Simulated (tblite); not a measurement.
C2H5NO5Si.
Geometry (GFN2-xTB, Å), atoms numbered from 1 in this order:
```
atom  x, y, z in Å
O1    -2.3711    1.6345    0.5746
C2    -2.3404    0.8064   -0.3058
N3    -1.2489    0.1107   -0.6768
Si4    0.3382    0.3627    0.0341
O5     0.2353    1.4795    1.1704
O6     1.3814    0.6699   -1.1492
O7     0.7187   -1.0988    0.7782
C8     1.8209   -1.7814    0.6127
O9     2.7109   -1.5217   -0.1466
H10   -3.2434    0.5519   -0.8865
H11   -1.3707   -0.5323   -1.4421
H12   -0.6573    1.8434    1.3107
H13    2.1881    0.1393   -1.1694
H14    1.8377   -2.6646    1.2736
```

Computed values, GFN2-xTB/tblite, gas phase, harmonic and unscaled. Errors from tens to a few hundred cm⁻¹ against measured bands are possible. One conformer, not necessarily the lowest.

Harmonic wavenumbers (cm⁻¹): 32.6, 37.9, 133.8, 169.7, 181.7, 193.0, 221.8, 225.6, 307.7, 310.0, 317.5, 469.8, 563.7, 581.3, 620.9, 681.5, 734.7, 776.3, 884.0, 905.0, 937.4, 945.9, 948.0, 1046.3, 1171.6, 1213.2, 1358.7, 1365.8, 1391.0, 1739.4, 1763.7, 2806.4, 2828.2, 3258.4, 3435.3, 3476.0.

A = 3158, B = 860.8, C = 850.2 MHz; mass 150.994 u (most abundant isotopes); point group C1, symmetry number 1.

Task: What is the zero-point energy?

Result: ½Σν̃ = 19017 cm⁻¹ = 54.37 kcal/mol.

Task: What is S at 350 K and 1 bar for an ideal gas of classical rigid rotors and harmonic oscillators?

Result: Translation 41.77, rotation 29.80, vibration 37.80: S = 109.4 cal/(mol K).

Task: And Cp and H(350 K) − H(0)?

Result: Cp = 42.06 cal/(mol K), of which vibrations give 34.11 (their classical limit is 36 R = 71.5); H(350 K) − H(0) = 9.37 kcal/mol without the zero-point energy, 6.59 from vibrations.

Task: Which modes carry the vibrational entropy at 350 K?

Result: 32.6 cm⁻¹: 5.98; 37.9 cm⁻¹: 5.68; 133.8 cm⁻¹: 3.20; 169.7 cm⁻¹: 2.74; 181.7 cm⁻¹: 2.61; 193.0 cm⁻¹: 2.50 cal/(mol K); the other 30 give 15.08 together.

Task: How do the functions run with temperature in this model?

Result: 
```csv
T (K),S (cal/(mol K)),Cp (cal/(mol K)),H − H(0) (kcal/mol),G − H(0) (kcal/mol),ln q(vib)
100,72.1,20.2,1.38,-5.83,2.36
200,89.3,30.2,3.92,-13.95,5.32
300,103.2,38.4,7.36,-23.59,8.17
500,125.9,50.7,16.37,-46.59,13.45
800,152.2,60.9,33.26,-88.49,20.34
1000,166.2,65.0,45.87,-120.37,24.36
```

q(vib) and H(0) count from the zero-point level.

Task: Blend soft modes into free rotors: weight 1/[1 + (100 cm⁻¹/ν̃)⁴] for the oscillator and the rest for a rotor with moment μB/(μ + B), μ = h/(8π²ν), B = 10⁻⁴⁴ kg m². What vibrational entropy results?

Result: 34.14 cal/(mol K) in place of 37.80, which changes −T·S at 350 K by +1.28 kcal/mol.

Hindered rotation and anharmonicity are outside this model. Other conformers, if any are populated, would add a mixing term that is left out. The structure is chiral; the term R ln 2 for an equal mix with its mirror image is left out.

Hardware: one thread, Arm Neoverse N1 (aarch64), no GPU, on a shared host. Cost: 0.78 s wall. This covers the Hessian and the dipole derivatives.
